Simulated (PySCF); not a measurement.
H5GaN2, SMILES `[NH2][GaH][NH2]` (H–N–Ga–N torsion 6°, N–Ga–N–H torsion 174°), neutral singlet in the gas phase. 

Cartesian coordinates (Å):
SMILES: [NH2][GaH][NH2]
```xyz
8

N     -1.5603    -0.1603    -0.0654
Ga     0.0491     0.6189     0.2511
N      1.5176    -0.3691    -0.1539
H     -1.6799    -1.1134    -0.3662
H     -2.4351     0.2544     0.2084
H      0.1630     2.0476     0.8314
H      2.4550    -0.0072    -0.1049
H      1.4906    -1.2708    -0.6004
```
Charge 0, spin multiplicity 1.

All levels are single points at this geometry (r2SCAN-D4/def2-TZVP); Pople sets use spherical d functions. Orbital energies aren't observables, and empty levels follow the basis.

```tsv
level	HOMO (eV)	LUMO (eV)	gap (eV)	dipole (D)	vertical IE, Delta-SCF (eV)
r2SCAN-D4/def2-TZVP in PySCF	-5.60	-0.14	5.47	0.85	–
B3LYP/3-21G in PySCF	-5.62	0.65	6.27	1.30	–
B3LYP/6-311+G** (LANL2DZ on Ga) in PySCF	-6.54	0.01	6.55	0.51	–
B3LYP/6-31G* in PySCF	-6.09	0.26	6.35	0.98	8.55
PBE/6-31G* in PySCF	-4.95	-0.24	4.71	1.12	8.31
HF/3-21G in PySCF	-9.63	3.34	12.97	0.87	–
```
